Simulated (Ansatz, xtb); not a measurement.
# Two isomers of C3H6F2GeO

Structure I: `FC[C@]1([GeH2][F])CO1`, a singlet. Structure II: `F[C@@H]1CO[CH2][Ge@H]1[F]`, a singlet. Both are isolated molecules in the gas phase, relaxed with B3LYP/def2-SVP; the shapes shown needn't be the lowest conformers.

I (Å):

```xyz
13

C     0.0294    0.6824    3.0319
C     0.3665   -0.0364    1.7533
C     1.3024   -1.1753    1.7838
F    -0.4548    1.9480    2.7491
F    -2.4922   -0.2570    0.8941
Ge   -0.9053    0.1425    0.2576
O     1.7253    0.0827    1.2850
H    -0.7528    0.1298    3.5814
H     0.9309    0.7791    3.6617
H    -0.9853    1.5711   -0.2962
H    -0.5759   -0.9134   -0.8139
H     1.7498   -1.4750    2.7418
H     1.2054   -1.9851    1.0485
```

II (Å):

```xyz
13

C    -0.7398    0.2014    1.5946
C    -0.6171    0.9673    0.2598
C     1.1821   -0.4317   -0.3605
F    -2.0130   -0.3384    1.7207
F     1.9573   -0.8979    2.5433
Ge    0.6671   -1.1973    1.3897
O     0.7048    0.9033   -0.2433
H    -0.5438    0.8488    2.4648
H    -1.3456    0.5087   -0.4414
H    -0.8612    2.0352    0.3584
H     2.2670   -0.3934   -0.5288
H     0.7065   -0.9659   -1.2080
H     0.2602   -2.6673    1.5791
```

**Question.** Estimate E(II) − E(I) at the level CCSD(T)/def2-SVP + ΔMP2/def2-TZVPP.

**Answer.** Calculated at CCSD(T)/def2-SVP + ΔMP2/def2-TZVPP: E(II) − E(I) = −14.8 kcal/mol, so structure II lies lower.

Level by level:

```json
{"level": "GFN2-xTB", "geometry": "GFN2-xTB", "E(II) − E(I) (kcal/mol)": "−3.4", "departure from the last row (kcal/mol)": "+11.4", "job, with rough time for the two": "optimisation, 0.18 s"}
{"level": "HF/STO-3G", "geometry": "GFN2-xTB", "E(II) − E(I) (kcal/mol)": "−30.8", "departure from the last row (kcal/mol)": "−16.0", "job, with rough time for the two": "single point, 0.44 s"}
{"level": "r2SCAN-D4/def2-SVP", "geometry": "GFN2-xTB", "E(II) − E(I) (kcal/mol)": "−18.6", "departure from the last row (kcal/mol)": "−3.8", "job, with rough time for the two": "single point, 2.3 s"}
{"level": "B3LYP/def2-SVP", "geometry": "B3LYP/def2-SVP", "E(II) − E(I) (kcal/mol)": "−15.8", "departure from the last row (kcal/mol)": "−1.0", "job, with rough time for the two": "optimisation, 41 s"}
{"level": "HF/def2-SVP", "geometry": "B3LYP/def2-SVP", "E(II) − E(I) (kcal/mol)": "−14.3", "departure from the last row (kcal/mol)": "+0.5", "job, with rough time for the two": "part of the CCSD(T) run"}
{"level": "MP2/def2-SVP", "geometry": "B3LYP/def2-SVP", "E(II) − E(I) (kcal/mol)": "−11.7", "departure from the last row (kcal/mol)": "+3.1", "job, with rough time for the two": "part of the CCSD(T) run"}
{"level": "CCSD(T)/def2-SVP", "geometry": "B3LYP/def2-SVP", "E(II) − E(I) (kcal/mol)": "−12.5", "departure from the last row (kcal/mol)": "+2.4", "job, with rough time for the two": "single point"}
{"level": "CCSD(T)/def2-SVP + ΔMP2/def2-TZVPP", "geometry": "B3LYP/def2-SVP", "E(II) − E(I) (kcal/mol)": "−14.8", "departure from the last row (kcal/mol)": "", "job, with rough time for the two": "single point, 60 s"}
```

As drawn, II has 1 C–Ge, 1 C–H in place of 1 C–C, 1 Ge–H. Structure I has a 3-membered ring, II a 5-membered ring.

The levels shown agree on the order. The largest departure from CCSD(T)/def2-SVP + ΔMP2/def2-TZVPP is that of HF/STO-3G, 16.0 kcal/mol. The last row adds to CCSD(T) the change of the MP2 difference between the two basis sets, here −2.4 kcal/mol.

With thermal terms from frequencies at re-optimised GFN2-xTB minima (ideal gas, soft modes damped towards free rotors, one conformer each, 298.15 K, 1 atm): on the last row, ΔE + ΔZPE = −13.0, ΔH = −13.4, ΔG = −12.3 kcal/mol.

The correlated steps freeze 15 core orbitals; the filled d shell of Ge is correlated, in a basis made for valence electrons. Run with Ansatz 0.2.0, xtb 6.7.1; the last row on 4 threads of Intel(R) Xeon(R) Platinum 8488C (Sapphire Rapids) on a shared host.
